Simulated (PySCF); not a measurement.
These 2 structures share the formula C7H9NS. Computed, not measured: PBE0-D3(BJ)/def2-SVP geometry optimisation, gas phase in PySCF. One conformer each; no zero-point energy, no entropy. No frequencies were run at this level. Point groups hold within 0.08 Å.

Task: Order them by energy at this level, lowest first, and give relative energies in kcal/mol.
A. `[N:1]#[C:2][C@@H:3]1[CH2:4][CH2:5][C@H:6]1[CH2:7][CH:8]=[S:9]` with C5–C6–C7–C8 -67°, C6–C7–C8–S9 106°, C2–C3–C4–C5 -142°, C3–C4–C5–C6 20°, C4–C5–C6–C7 -141°, C2–C3–C6–C5 143°
B. `[CH3:1][S:2][c:3]1[cH:4][cH:5][c:6]([NH2:7])[cH:8][cH:9]1` with C1–S2–C3–C4 2° (4-(methylthio)aniline)

Result: B (0.0), A (45.5).

As drawn, the lower has an aromatic ring and an N–H bond, which the higher lacks; the higher has a four-membered ring, a C≡N group and a C=S bond, which the lower lacks.

| SMILES | E (Eh) | E rel (kcal/mol) | dipole (D) | point group | A, B, C (MHz) |
| --- | --- | --- | --- | --- | --- |
| CSc1ccc(N)cc1 | -724.24175 | 0.0 | 2.41 | near Cs | 4113, 762.2, 646.1 |
| N#C[C@@H]1CC[C@H]1CC=S | -724.16920 | 45.5 | 2.02 | C1 | 3301, 633.4, 554.8 |
